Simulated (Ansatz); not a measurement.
Computed with Ansatz on PBE0-D4/def2-TZVP structures; ΔE is electronic, products minus reactants. CCSD(T)/CBS adds triple-zeta CCSD(T) − MP2 to the extrapolated MP2 energy (def2 sets, frozen cores). DFT in def2-TZVPP. B3LYP here is the variant with VWN-RPA as its local correlation; programs differ in this. Each species was taken in one conformer, which may not be the lowest.

`C=CCOCF` + `[SiH3]S` → `C=CCS[SiH3]` + `OCF`  (substitution at a C–O bond)

```json
{"species": "`C=CCOCF`", "B3LYP energy (Eh)": "-331.81104"}
{"species": "`[SiH3]S`", "B3LYP energy (Eh)": "-690.17307"}
{"species": "`C=CCS[SiH3]`", "B3LYP energy (Eh)": "-806.92084"}
{"species": "`OCF`", "B3LYP energy (Eh)": "-215.07059"}
```

Question: Work out ΔE.

Answer: ΔE = (-806.92084) + (-215.07059) − (-331.81104) − (-690.17307) = -0.00732 Eh = -19.2 kJ/mol. CCSD(T)/CBS gives -32.0 kJ/mol.

Largest T1 diagnostic among the species: 0.011.

In def2-TZVPP, CCSD(T) changes the Hartree–Fock value by −16.4 kJ/mol (the triples alone add −3.3 kJ/mol) and MP2 by −26.3 kJ/mol. The D4 term adds −10.6 kJ/mol with B3LYP and −5.8 kJ/mol with PBE0; it sums over pairs of atoms, weighted by their polarisabilities, and B3LYP, whose exchange is more repulsive, gets the larger term.
